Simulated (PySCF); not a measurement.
BH₃N, charge +1, multiplicity 1. Atoms are numbered in the order given.

```xyz
5

B      0.0000     0.0000     0.7861
N      0.0000     0.0000    -0.5289
H      0.0000     0.0000     1.9563
H      0.0000    -0.8529    -1.0922
H      0.0000     0.8529    -1.0922
```
Charge +1, spin multiplicity 1.

The structure is a stationary point at TPSSh-D3(BJ)/def2-TZVP. The spin state was assumed, not searched. The isomer is the one that the SMILES or the coordinates give; other isomers of the formula were not compared.

The numbers are results of PBE/def2-TZVPD in PySCF, not measurements.

ESP charges are fitted to the potential on shells at 1.4 to 2.0 van der Waals radii. Atomic charges (e):

```
atom  ESP fit  IAO
----  -------  ---
B1       0.78    ?
N2      -0.89    ?
H3       0.07    ?
H4       0.52    ?
H5       0.52    ?
```

Question: Fill in the missing entries. (Estimate from the structure and the level; the computed values follow.)

Answer: 
- B1, IAO: 0.57
- N2, IAO: -0.48
- H3, IAO: 0.15
- H4, IAO: 0.38
- H5, IAO: 0.38
